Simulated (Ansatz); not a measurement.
`F[CH]([SiH3])[AlH][SiH3]` + `BC=C` → `B/C=[CH]/[AlH][SiH3]` + `FC[SiH3]`  (formal exchange of groups at the Al–C bond)

Program: Ansatz. Geometries: PBE0-D4/def2-TZVP. ΔE: electronic, gas phase. CBS: MP2 limit from def2 TZ/QZ plus the TZ coupled-cluster correction, frozen cores. DFT in def2-TZVPP. B3LYP here is the variant with VWN-RPA as its local correlation; programs differ in this. One conformer a species, not always the lowest.

CCSD(T)/CBS gives -9.8 kJ/mol.

Q: Another level gave -12.0 kJ/mol. Which?
A. PBE-D4/def2-TZVPP
B. CCSD(T)/def2-TZVPP
C. HF/def2-TZVPP
D. B3LYP-D4/def2-TZVPP

A: B. CCSD(T)/def2-TZVPP -12.0, B3LYP-D4 -7.1, HF/def2-TZVPP -20.8, PBE-D4 -2.4 kJ/mol.

Largest T1 diagnostic among the species: 0.013.

The D4 term adds +3.3 kJ/mol with B3LYP and +1.9 kJ/mol with PBE0; it sums over pairs of atoms, weighted by their polarisabilities, and B3LYP, whose exchange is more repulsive, gets the larger term. From PBE to PBE0 (25 % exact exchange), in def2-TZVPP and without D4, ΔE moves by −3.7 kJ/mol.
